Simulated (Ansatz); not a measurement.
TeCl4, SMILES Cl[Te](Cl)(Cl)Cl.

Geometry optimised at B3LYP-D3(BJ)/def2-SVP. The isomer is the one that the SMILES or the coordinates give; other isomers of the formula were not compared. The def2 effective core potentials stand for the cores of Te; spin–orbit coupling is left out.

Two levels are set side by side: PBE/def2-SVPD (Ansatz, a quantum-chemistry and plane-wave program) and CAM-B3LYP/def2-SVPD (Ansatz). Energy differences of separate SCF runs at the same geometry. Differences are taken from unrounded values.

```json
[
 {"quantity": "vertical singlet–triplet gap (eV)", "PBE": "3.02"}
]
```

**Question.** These are the PBE values. What does CAM-B3LYP give? (The exact figures need the calculation; the answer reports its results.)

**Answer.** 
```csv
quantity,CAM-B3LYP,PBE minus CAM-B3LYP
vertical singlet–triplet gap (eV),3.08,-0.06
```
